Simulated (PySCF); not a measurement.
Orbital energies and ionisation energy

Compound: C8H9NO.
Structure used (PBE0-D3(BJ)/def2-SVP), in Å, numbered top down from 1:
```
atom  x, y, z in Å
C1     0.1626   -2.1819    1.6647
C2     0.7356   -1.3445    0.9969
C3     1.3657   -0.3352    0.1953
C4     2.4454   -0.6455   -0.5485
C5     0.7640    1.0272    0.2152
C6     1.5388    2.1201    0.1855
C7    -0.7394    1.1246    0.2595
C8    -1.3879    0.6960   -1.0562
N9    -1.5306   -0.6444   -1.2144
O10   -1.7342    1.5028   -1.8920
H11   -0.3191   -2.9277    2.2703
H12    2.8990    0.0985   -1.2067
H13    2.8808   -1.6462   -0.5191
H14    1.0971    3.1191    0.1615
H15    2.6289    2.0478    0.1977
H16   -1.0395    2.1654    0.4268
H17   -1.1257    0.5076    1.0875
H18   -1.1925   -1.3062   -0.5278
H19   -1.8790   -0.9826   -2.1017
```

Level: wB97X-D/def2-SVPD (PySCF). Frontier orbitals with their largest atomic shares (Löwdin; up to four atoms above 4 %):

```csv
orbital,ε (eV),main atoms
HOMO−3,-10.18,"C5 21 %, C6 19 %, C1 15 %, C2 14 %"
HOMO−2,-9.79,"N9 45 %, O10 32 %, C8 10 %"
HOMO−1,-9.39,"O10 42 %, C4 11 %, C3 9 %, C1 8 %"
HOMO,-8.78,?
LUMO,0.08,"C4 28 %, C3 19 %, C1 11 %, C6 10 %"
LUMO+1,1.52,"C5 16 %, C6 15 %, C1 12 %, C2 11 %"
LUMO+2,2.16,"C1 20 %, C4 14 %, C2 9 %, C6 7 %"
```

What vertical ionisation energy does ΔSCF give, and how far is −ε(HOMO) from it?

ΔSCF: 8.85 eV (854 kJ/mol; threshold wavelength 140 nm); ⟨S²⟩ of the doublet left behind is 0.778, against 0.75 for a pure doublet. −ε(HOMO) is 8.78 eV, 0.07 eV below it. For the exact functional −ε(HOMO) would equal the first vertical ionisation energy; wB97X-D (range-separated hybrid) comes within 0.07 eV of that here.

On which atoms does the HOMO lie?

O10 (amide oxygen) 18 %, C6 (terminal =CH2 carbon) 18 %, C4 (terminal =CH2 carbon) 14 %, C5 (fully substituted alkene carbon) 12 %, so no atom holds as much as 40 %. The HOMO−1 lies 0.61 eV lower.

How many of the 10 lowest singlet excitations (vertical TDDFT, same level) lie below the ionisation energy?

All 10; they run from 5.10 to 7.25 eV.

Shift the occupied levels rigidly so that −ε(HOMO) equals the ΔSCF value. What binding energies result?

The shift is +0.07 eV: HOMO 8.85, HOMO−1 9.46, HOMO−2 9.86, HOMO−3 10.25 eV. A rigid shift is only a rough guide to the deeper ionisations.

The structure is a single PBE0-D3(BJ)/def2-SVP conformer in the gas phase; no vibrational or solvent corrections.
